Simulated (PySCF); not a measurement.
Working out the ionisation energy of Cl⁺

Cl⁺ [Ne] 3s2 3p4 (3P) → Cl²⁺ [Ne] 3s2 3p3 (4S). Computed with PySCF 2.14 in aug-cc-pwCVTZ (8s7p5d3f, 75 functions), with no relativity, point nucleus. Frozen: [Ne]. Energies in hartree (1 hartree = 27.21139 eV):

```csv
part,Cl⁺ (lower),Cl²⁺ (upper)
UHF,-459.053709,-458.223561
CCSD correlation,-0.152968,-0.119586
(T),-0.004818,-0.003611
```

Question: What does Hartree-Fock give?

Answer: (-458.223561) − (-459.053709) = 0.830148 hartree = 22.589 eV.

Question: What do CCSD and CCSD(T) give?

Answer: The CCSD correlation energies differ by 0.033382 hartree = 0.908 eV and the triples by 0.001207 hartree = 0.033 eV, so CCSD gives 23.497 eV and CCSD(T) 23.530 eV.

Measured between the centres of the two terms (NIST): 23.771 eV, so CCSD(T) (valence) is off by -0.241 eV.

What remains against the reference includes basis incompleteness, the frozen core and higher excitations.
